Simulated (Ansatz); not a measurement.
Basis sets compared for Mg₂Se₂. Charge 0, multiplicity 1. Geometry r2SCAN-D4/def2-SVP. Ansatz on 4 threads of Arm Neoverse V2 on a shared host; times are rough, and most runs start from earlier orbitals.

```xyz
4

Mg    0.862    0.527    0.910
Mg   -0.862   -0.527   -0.910
Se   -1.520    0.109    1.376
Se    1.520   -0.109   -1.376
```

The structure comes from a short search, and lower isomers may exist.

Binding counts from free atoms (Mg singlet, Se triplet) in the same basis, without a counterpoise term.

| level | functions | energy (Eh) | HOMO (eV) | LUMO (eV) | binding per atom (eV) | wall time |
| --- | --- | --- | --- | --- | --- | --- |
| PBE-D4/def2-SVP | 100 | -5201.7257 | -4.89 | -3.36 | 2.19 | 0.95 s |
| PBE-D4/def2-TZVP | 160 | -5202.4593 | -5.00 | -3.36 | 2.20 | 1.8 s |
| r2SCAN-D4/def2-TZVP (with forces) | 160 | -5203.3537 | -5.19 | -3.05 | 2.29 | 4.5 s |
| PBE0-D4/def2-SVP | 100 | -5201.9168 | -5.88 | -2.75 | 2.15 | 1.4 s |
| PBE0-D4/def2-TZVP | 160 | -5202.6501 | -5.97 | -2.73 | 2.17 | 2.7 s |

Task: Estimate the rows for PBE-D4/def2-TZVPD, r2SCAN-D4/def2-TZVPD, PBE0-D4/def2-TZVPD.

Result: 
| level | functions | energy (Eh) | HOMO (eV) | LUMO (eV) | binding per atom (eV) | wall time |
| --- | --- | --- | --- | --- | --- | --- |
| PBE-D4/def2-TZVPD | 184 | -5202.4604 | -5.02 | -3.37 | 2.20 | 2.6 s |
| r2SCAN-D4/def2-TZVPD | 184 | -5203.3545 | -5.20 | -3.05 | 2.29 | 5.5 s |
| PBE0-D4/def2-TZVPD | 184 | -5202.6511 | -5.98 | -2.74 | 2.17 | 3.7 s |
